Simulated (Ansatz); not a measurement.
All numbers were calculated with Ansatz.

F₄Sn, SMILES `[F][Sn]([F])([F])[F]` at its PBE0-D4/def2-TZVP geometry, where that method's forces vanish. Total charge 0; spin multiplicity 1. Sn: def2 effective core potential.

| atom | x (Å) | y (Å) | z (Å) |
| --- | --- | --- | --- |
| F1 | -0.612 | -0.668 | 1.643 |
| Sn2 | 0.000 | 0.000 | 0.000 |
| F3 | -0.985 | 1.530 | -0.459 |
| F4 | -0.219 | -1.307 | -1.328 |
| F5 | 1.817 | 0.446 | 0.144 |

Question: For each bond, give half the difference of the two atoms' forces along it (eV/Å; positive pushes the atoms apart) under PBE-D4, r2SCAN-D4, B3LYP-D4, ωB97M-V in def2-TZVPP. (Estimate.)

Answer: The calculation gave: 
| bond | length (Å) | PBE-D4 | r2SCAN-D4 | B3LYP-D4 | ωB97M-V |
| --- | --- | --- | --- | --- | --- |
| F1–Sn2 | 1.876 | 0.40 | 0.09 | 0.20 | 0.02 |
| Sn2–F3 | 1.876 | 0.40 | 0.09 | 0.20 | 0.02 |
| Sn2–F4 | 1.876 | 0.40 | 0.09 | 0.20 | 0.02 |
| Sn2–F5 | 1.876 | 0.40 | 0.09 | 0.20 | 0.02 |

B3LYP here is the variant with VWN-RPA as its local correlation; programs differ in this.
